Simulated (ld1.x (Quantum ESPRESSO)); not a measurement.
Scattering properties, TM potential for iron

Fe (Z = 26), norm-conserving Troullier–Martins (Kleinman–Bylander form), made with ld1.x (Quantum ESPRESSO) 7.5 (PBEsol, scalar-relativistic). Core [Ar], reference 3d6 4s2 4p0. Waves: 4p (bound, empty): rc 2.20 bohr; 3d (bound): rc 1.75 bohr; 4s (bound): rc 2.15 bohr. Local part: the s channel. Core correction: Bessel-smoothed model core inside 1.50 bohr.

The phase is arctan(r·u′/u) with u = r·R(r), unwrapped; energies in Ry, scanned from -3 to 5 Ry. A pole is an energy at which the radial function vanishes at the test radius. The pseudo phase is shifted by a multiple of π to meet the all-electron one at the reference energy, and phase errors are pseudo minus all-electron; the curves can meet again beyond the range given. Levels narrower than the energy grid can be missing from the lists of poles.

Task: For each channel, where are the poles, and over which energies does the pseudopotential scatter like the atom?

Result:

```tsv
channel	radius (bohr)	reference energy (Ry)	poles, all-electron	poles, pseudo	unbroken range about the reference energy with phases within 0.05 rad	phase error 1 Ry above the reference energy (rad)
s	2.39	-0.39	2.24	2.04	below 3.2	-0.009
p	2.39	-0.10	3.33	3.25	the whole range	-0.014
d	2.39	-0.55	-0.37	-0.36	below 0.5	+0.045
```

Phases in the p channel:

| E (Ry) | all-electron | pseudo |
| --- | --- | --- |
| -3.00 | 1.321 | 1.313 |
| -2.52 | 1.294 | 1.287 |
| -2.04 | 1.258 | 1.252 |
| -1.56 | 1.208 | 1.204 |
| -1.08 | 1.132 | 1.129 |
| -0.60 | 1.001 | 0.999 |
| -0.12 | 0.730 | 0.730 |
| 0.36 | 0.091 | 0.087 |
| 0.84 | -0.748 | -0.762 |
| 1.32 | -1.163 | -1.175 |
| 1.80 | -1.347 | -1.358 |
| 2.28 | -1.448 | -1.458 |
| 2.76 | -1.514 | -1.522 |
| 3.24 | -1.562 | -1.570 |
| 3.72 | -1.602 | -1.608 |
| 4.20 | -1.639 | -1.642 |
| 4.68 | -1.675 | -1.675 |
